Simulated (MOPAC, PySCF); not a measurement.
The same groups moved round the core (azulene silyl). All species are isolated molecules in the gas phase. Strings in code marks are SMILES.

Quantity: electronic energy of isomers of C10H10Si relative to `[SiH3]c1ccc2cccccc1-2`, in kJ/mol. Semi-empirical values (MOPAC) are differences of heats of formation.

Level 1: PBE-D3(BJ)/def2-TZVP // PBE0-D3(BJ)/def2-SVP (PySCF)
Level 2: BP86/6-31G* // PBE0-D3(BJ)/def2-SVP (PySCF)
Level 3: PBE/6-31G* // PBE0-D3(BJ)/def2-SVP (PySCF)
Level 4: AM1 // PBE0-D3(BJ)/def2-SVP (MOPAC)

```csv
species,level 1,level 2,level 3,level 4
`[SiH3]c1ccccc2cccc1-2`,___,21.78,21.38,17.05
`[SiH3]c1ccc2cccc-2cc1`,___,18.99,19.18,7.02
`[SiH3]c1cccc2cccc-2c1`,16.33,___,___,3.66
`[SiH3]c1cc2cccccc-2c1`,6.34,4.68,5.32,-1.28
```

What belongs in the gaps?


- `[SiH3]c1ccccc2cccc1-2`, level 1: 17.74
- `[SiH3]c1ccc2cccc-2cc1`, level 1: 18.02
- `[SiH3]c1cccc2cccc-2c1`, level 2: 16.74
- `[SiH3]c1cccc2cccc-2c1`, level 3: 16.93
